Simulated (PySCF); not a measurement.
# How methods differ on the excitation energy of Ga

Ga [Ar] 3d10 4s2 4p1 (2P) → Ga [Ar] 3d10 4s1 4p2 (4P), as a difference of total energies. Calculation: PySCF 2.14, in x2c-TZVPPall (6s5p4d1f, 48 functions); scalar relativity by spin-free X2C-1e. Correlated levels: valence: [Ar] 3d10 frozen. The calculations carry no spin-orbit coupling.

```
           method  excitation energy (eV)
              UHF                   3.324
    MP2 (valence)                   4.021
SCS-MP2 (valence)                   4.293
   CCSD (valence)                   4.259
CCSD(T) (valence)                   4.279
  CCSDT (valence)                   4.286
```

How much does correlation contribute at CCSD(T) (valence)?

4.279 − (3.324) = 0.955 eV, measured against UHF.
